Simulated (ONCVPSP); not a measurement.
Ru (Z = 44): ONCV pseudisation with PBE, scalar-relativistic reference atom.

Ru, optimised norm-conserving Vanderbilt (ONCV), made with ONCVPSP 4.0.1 (PBE, scalar-relativistic). Core [Kr], reference 4d7 5s1. Waves: 5s: rc 3.00 bohr, ncon 4, nbas 7, qcut 2.2 1/bohr, 2 projectors, debl 2.1 Ha; p scattering state at 0.02 Ha: rc 3.10 bohr, ncon 4, nbas 7, qcut 2.1 1/bohr, 1 projector; 4d: rc 1.75 bohr, ncon 3, nbas 8, qcut 7.1 1/bohr, 1 projector. Local part: polynomial inside 1.10 bohr (lpopt 5, dvloc0 0 Ha). Core correction: none.

In the p channel the program set the typed energies aside and used 0.050 Ha.

All-electron outer shells of the reference configuration (PBE, scalar-relativistic, ld1.x):

| shell | level (eV) | outermost node (bohr) | outermost maximum (bohr) |
| --- | --- | --- | --- |
| 4p | -46.42 | 0.49 | 0.98 |
| 4d | -5.20 | 0.48 | 1.21 |
| 5s | -4.24 | 1.24 | 2.73 |

(1) Estimate the cutoffs (Ha) at which the residual kinetic energy of the hardest occupied pseudo-wave falls to 1 and 0.1 mHa per electron.

(2) What does a ghost test show?

(3) Which valence shell sets the plane-wave cutoff?

(4) Tests: 4d7 5s0; 4d6 5s0; 4d5 5s0; 4d6 5s1 5p1. Which has the largest error in its energy relative to the reference configuration, and how large is it?

Results:

(1) 20 Ha and 23 Ha.

(2) Ghosts flagged at negative energy: s at -108.2 eV, p at -81.7 eV; GHOST(+) flagged for s at 82.3 eV. A true bound ghost makes a file unfit for plane-wave use.

(3) 4d: 20 Ha for 1 mHa per electron, against 3 Ha for 5s.

(4) 4d5 5s0, with -44 meV (all-electron minus pseudo) on +56.10 eV.
